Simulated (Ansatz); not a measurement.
One change: `[CH3][V](=[O])([OH])[F]` becomes `[CH3][Nb](=[O])([OH])[F]`.

Ansatz, PBE0-D4/def2-TZVP geometries, multiplicity 1. Each molecule was computed in one conformer, which needn't be the lowest.

Elements past krypton have def2 core potentials. Scalar relativity is left out up to krypton.

```
                                          property  `[CH3][V](=[O])([OH])[F]`
           HOMO–LUMO gap (ωB97M-V/def2-TZVPP) / eV                      10.79
             HOMO energy (ωB97M-V/def2-TZVPP) / eV                     -11.33
               HOMO energy (B3LYP/def2-TZVPP) / eV                      -8.74
size of the dipole moment (ωB97M-V/def2-TZVPP) / D                       2.93
    size of the dipole moment (PBE/def2-TZVPP) / D                       2.79
             HOMO–LUMO gap (B3LYP/def2-TZVPP) / eV                       5.50
```

Q: What does the change do to each property? (Estimate.)

A: Ansatz gave: 
```csv
property,`[CH3][Nb](=[O])([OH])[F]`,shift
HOMO–LUMO gap (ωB97M-V/def2-TZVPP) / eV,11.34,0.55
HOMO energy (ωB97M-V/def2-TZVPP) / eV,-10.83,0.50
HOMO energy (B3LYP/def2-TZVPP) / eV,-8.30,0.44
size of the dipole moment (ωB97M-V/def2-TZVPP) / D,2.37,-0.56
size of the dipole moment (PBE/def2-TZVPP) / D,2.30,-0.49
HOMO–LUMO gap (B3LYP/def2-TZVPP) / eV,6.36,0.86
```

With PBE0 the HOMO rises by 0.45 eV and the LUMO rises by 1.25 eV, so the gap widens by about 0.80 eV. PBE moves the HOMO by 0.33 eV and ωB97M-V by 0.50 eV. Dipoles are sizes alone; their direction can turn.

B3LYP here is the variant with VWN-RPA as its local correlation; programs differ in this.
